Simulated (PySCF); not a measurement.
Task: Give a PBE0-D3(BJ)/def2-SVP geometry of `O=C1C=[C]SC=C1` [radical]. (Doublet state.)

Result: 
Z-matrix in Å and degrees, rows numbered from 1:
```
O 
C   1  1.2142
C   2  1.4882  1  121.84
C   3  1.3296  2  121.38  1   179.86
S   4  1.6880  3  132.18  2     0.05
C   5  1.7425  4   98.63  3     0.06
C   6  1.3475  5  125.46  4    -0.10
H   3  1.0942  2  115.90  1    -0.12
H   6  1.0945  5  112.84  4   179.97
H   7  1.0929  2  114.73  1     0.08
```

The 6-membered ring C2–C3–C4–S5–C6–C7 has internal angles of 98.6° to 132.2° (sum 720°, against 720° for a flat polygon); it is planar, 0.00 Å rms from its mean plane, widest ring torsion 0°. C2 (carbon bonded to 2 C and O) is planar (angles 122.1°, 121.8° and 116.1°, sum 360.0°, 0.00 Å off the plane of its three neighbours). C4 (carbon bonded to C and S) is bent (angle 132.2°). The C–C distances run from 1.330 Å (C3–C4, drawn aromatic) to 1.488 Å (C2–C3, drawn aromatic), a spread of 0.158 Å.

Theory: PySCF 2.14.0, PBE0-D3(BJ)/def2-SVP geometry optimisation, gas phase.

Point group: Cs (tolerance 0.08 Å). No PBE0-D3(BJ)/def2-SVP frequencies stand behind this structure, so it isn't proved a minimum. ⟨S²⟩ = 0.761 (exact for a doublet: 0.75).
